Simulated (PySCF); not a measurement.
**SMILES C/C(F)=P/C1=CCCC1, C₇H₁₀FP**

Geometry:
```
atom   x (Å)   y (Å)   z (Å)
  C1   3.806   0.199   0.081
  C2   2.319   0.217   0.006
  F3   1.854   1.221  -0.779
  P4   1.344  -0.885   0.827
  C5  -0.350  -0.433   0.399
  C6  -1.379  -0.927   1.096
  C7  -2.698  -0.446   0.587
  C8  -2.344   0.198  -0.764
  C9  -0.830   0.462  -0.714
 H10   4.132  -0.621   0.714
 H11   4.176   1.141   0.488
 H12   4.234   0.081  -0.916
 H13  -1.300  -1.578   1.951
 H14  -3.121   0.285   1.284
 H15  -3.420  -1.258   0.487
 H16  -2.568  -0.500  -1.572
 H17  -2.908   1.112  -0.943
 H18  -0.341   0.236  -1.662
 H19  -0.615   1.505  -0.472
```

The calculation used GIAO PBE0/pcSseg-1 magnetisability, rotational g tensor and spin-rotation constants, non-relativistic, gas phase (PySCF). Geometry: GFN2-xTB.

**Question.** How diamagnetic is it, and how anisotropic?

**Answer.** Isotropic -1418 × 10⁻³⁰ J/T², or -85.4 × 10⁻⁶ cm³/mol; principal values -1568, -1439, -1247 × 10⁻³⁰ J/T², anisotropy 279 × 10⁻³⁰ J/T² (root of half the summed squared differences of the principal values). The susceptibility is in cgs units.

**Question.** Split it along the inertial axes a, b, c into diamagnetic and paramagnetic parts about the centre of mass, with the quadrupole moment.

**Answer.** 
| axis | χ (10⁻⁶ cm³/mol) | diamagnetic (10⁻⁶ cm³/mol) | paramagnetic (10⁻⁶ cm³/mol) | summed x² of all electrons (Å²) | quadrupole Θ (D Å) |
| --- | --- | --- | --- | --- | --- |
| a | -87.1 | -477.9 | 390.8 | 365.8 | +10.72 |
| b | -75.2 | -1643.3 | 1568.2 | 91.1 | -6.42 |
| c | -93.9 | -1938.7 | 1844.8 | 21.5 | -4.30 |

Anisotropies 2χaa − χbb − χcc = -5.2 and 2χbb − χaa − χcc = +30.7 × 10⁻⁶ cm³/mol. Θ is traceless in Buckingham's convention.

**Question.** And the rotational g tensor?

**Answer.** 
| axis | rotational constant (GHz) | g | nuclear part | electronic part |
| --- | --- | --- | --- | --- |
| a | 3.3136 | -0.0378 | 0.5706 | -0.6083 |
| b | 0.8018 | -0.0098 | 0.5809 | -0.5907 |
| c | 0.6632 | -0.0027 | 0.5721 | -0.5748 |

Asymmetric top; isotopes 12C, 19F, 1H, 31P; no vibrational averaging.
